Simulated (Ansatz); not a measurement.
`S[Si]Br` + `O[SiH3]` → `[SiH3]O[Si]Br` + H₂S at 600 K and 1 bar (ligand exchange at the Si–S bond).

Calculated with Ansatz (gas phase, PBE0-D4/def2-TZVP geometries, no zero-point term in ΔE). CCSD(T)/CBS adds triple-zeta CCSD(T) − MP2 to the extrapolated MP2 energy (def2 sets, frozen cores). This one scheme is used for every species. For Br outer-core shells are correlated without core-valence functions, which leaves a few kJ/mol of doubt a bond. Scalar relativity is left out up to krypton. Each species was taken in one conformer, which may not be the lowest.

```
        species  CCSD(T)/CBS energy (Eh)  H − E (kJ/mol)  S (J/(mol·K))
      `S[Si]Br`              -3260.81547            63.7          351.9
      `O[SiH3]`               -366.69042           135.7          307.9
`[SiH3]O[Si]Br`              -3228.55316           132.9          425.8
            H₂S               -398.97279            60.8          230.9
```

H − E and S are ideal-gas, rigid-rotor, harmonic terms from PBE0-D4/def2-TZVP, for one conformer and one mirror image of each species. 1 Eh = 2625.50 kJ/mol, R = 8.31446 J/(mol·K).

Question: By hand: ΔE, ΔH, ΔS and ΔG.

Answer: ΔE = (-3228.55316) + (-398.97279) − (-3260.81547) − (-366.69042) = -0.02006 Eh = -52.7 kJ/mol. Δ(H − E) = 132.9 + 60.8 − 63.7 − 135.7 = -5.7, so ΔH = -58.4 kJ/mol. ΔS = 425.8 + 230.9 − 351.9 − 307.9 = -3.1 J/(mol·K). ΔG = -58.4 − 600 × (-3.1)/1000 = -56.5 kJ/mol.

Question: By hand: the equilibrium constant, and the temperature at which ΔG would vanish if ΔH and ΔS stayed fixed.

Answer: log₁₀ K = −ΔG/(RT ln 10) = 4.9. ΔG = 0 at ΔH/ΔS = 18839 K, far beyond where these terms or the molecules hold.

The number of gas molecules stays the same, so ΔS is small and ΔH decides. A doubt of 5 kJ/mol in ΔE shifts log₁₀ K by 0.4 here. Other conformers and mirror images would add mixing entropy, several J/(mol·K) or more a flexible species. These are equilibria of isolated gas molecules and say nothing of rates. Largest T1 diagnostic: 0.012 (customary marks: 0.02 for closed shells, 0.045 for open ones).
